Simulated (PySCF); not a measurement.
An equivalent PySCF input for Ga⁺ (gallium, charge +1), [Ar] 3d10 4s2, closed-shell 1S, with the spin-free X2C one-electron Hamiltonian (Gaussian nucleus):

```python
from pyscf import gto, scf, dft, mp, cc
import basis_set_exchange as bse
mol = gto.M(atom="Ga 0 0 0", charge=1, spin=0, symmetry="D2h",
            basis=gto.basis.parse(bse.get_basis("aug-cc-pVDZ-DK", elements=["Ga"], fmt="nwchem", header=False)),
            nucmod="G")
mf = dft.UKS(mol, xc="M062X").sfx2c1e()
mf.irrep_nelec = {'Ag': (6, 6), 'B1g': (1, 1), 'B2g': (1, 1), 'B3g': (1, 1), 'B1u': (2, 2), 'B2u': (2, 2), 'B3u': (2, 2)}
mf.kernel()
```

It reaches the same state as the run whose output follows, with an energy that differs only through the grid. The run itself started from symmetry-adapted Hartree-Fock orbitals and held the occupation by maximum overlap, on a logarithmic radial grid, so the iterations belong to that start.

```
SCF conv_tol = 1e-09
number electrons alpha = 15  beta = 15
XC functionals = M062X
    Y. Zhao and D. G. Truhlar.,  Theor. Chem. Acc. 120, 215 (2008)
    Y. Zhao and D. G. Truhlar.,  Theor. Chem. Acc. 120, 215 (2008)
cycle= 1 E= -1943.58098699452  delta_E= -0.000653  |g|= 0.0132  |ddm|= 0.0605
cycle= 2 E= -1943.58104273534  delta_E= -5.57e-05  |g|= 0.00443  |ddm|= 0.0473
cycle= 3 E= -1943.58105043951  delta_E= -7.7e-06  |g|= 6.98e-05  |ddm|= 0.0109
cycle= 4 E= -1943.58105044119  delta_E= -1.69e-09  |g|= 1.12e-06  |ddm|= 0.000278
cycle= 5 E= -1943.5810504412  delta_E= -9.09e-13  |g|= 5.72e-08  |ddm|= 6.28e-06
converged SCF energy = -1943.5810504412  <S^2> = -8.8817842e-15  2S+1 = 1
```
